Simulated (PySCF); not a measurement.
Species: C₄H₄AlCl₃O₂.
SMILES with atom numbers: `[Cl:1][C:2]([Cl:3])([Cl:4])[C:5]1=[CH:6][O:7][AlH2-:8][O+:9]=[CH:10]1` (hydrogens: H11 on C6; H12, H13 on Al8; H14 on C10)

Structure used (PBE0-D3(BJ)/def2-SVP), in Å, numbered top down from 1:
```
atom  x, y, z in Å
Cl1   -2.8593   -1.4032   -0.9022
C2    -2.0992    0.1207   -0.3928
Cl3   -2.3748    1.3376   -1.6837
Cl4   -2.9424    0.6987    1.0829
C5    -0.6273   -0.0205   -0.1232
C6     0.0533   -1.2427   -0.2125
O7     1.2848   -1.4104    0.0143
Al8    2.5669   -0.1631    0.5459
O9     1.2912    1.2193    0.5310
C10    0.0677    1.1485    0.2551
H11   -0.5156   -2.1383   -0.5046
H12    3.5895    0.0766   -0.6397
H13    2.9847   -0.4433    2.0480
H14   -0.5035    2.0908    0.3172
```

All values: PBE0/pcSseg-1 (PySCF, non-relativistic), on one gas-phase PBE0-D3(BJ)/def2-SVP geometry that isn't relaxed in the solvent. The solvent is an IEF-PCM continuum (Bondi radii, 1.10 Å for H, scaled by 1.2). The model holds no explicit solvent molecules, cavitation or dispersion.

```csv
run,E − E(gas) (kcal/mol),HOMO (eV),HOMO–LUMO gap (eV),dipole (D)
gas,0.00,-7.71,4.85,1.88
P,-4.80,-7.62,5.10,2.21
Q,-3.99,-7.63,5.06,2.16
```

Task: The runs were made in chloroform and dichloromethane. Which run belongs to which solvent?

Result: P = dichloromethane, Q = chloroform. The dielectric constants are 4.711 (chloroform), 8.93 (dichloromethane), and the energy falls further as ε rises. In this model the ground state sees the solvent through ε alone.

Task: How constant is the ratio of the lowering to (ε − 1)/(2ε + 1)?

Result: 
```tsv
solvent	(ε − 1)/(2ε + 1)	E − E(gas) (kcal/mol)	ratio (kcal/mol)	polarisation term (kcal/mol)
chloroform	0.356	-3.99	-11.2	-4.34
dichloromethane	0.420	-4.80	-11.4	-5.31
```

The ratio changes by +1.9 % in size from chloroform to dichloromethane. The polarisation term is half the interaction of the solute with the induced surface charges.
